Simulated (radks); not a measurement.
Initial-state core-level shifts of neutral terbium when its valence configuration changes from [Xe] 4f9 6s2. Calculated with a radial shooting solver on a logarithmic mesh with Libxc functionals: scalar-relativistic Kohn-Sham, PBE, spin-polarised, spherical densities, finite nucleus; open shells are filled with parallel spins first (spin-orbit coupling, left out, can overturn this in heavy ions); Fermi nuclear charge, rms radius 5.06 fm. Shifts are changes of the shell-averaged eigenvalues in eV (positive: less bound); the change of the density at the nucleus, which sets a Mossbauer isomer shift, is in e/bohr^3, on a base of 7.203e+05.

valence               2s       3p       3d       4p  density at nucleus
4f8 5d1 6s2       -6.561   -7.322   -7.248   -6.843              +34.21
4f7 5d2 6s2      -14.119  -15.889  -15.717  -14.579              +73.47
4f9 6s1 6p1       -1.125   -1.114   -1.115   -1.121              -22.99
4f8 6s2 6p1       -9.869  -10.564  -10.503  -10.116              +48.35
4f9 5d0.5 6s1.5   +0.557   +0.531   +0.536   +0.553              -13.79
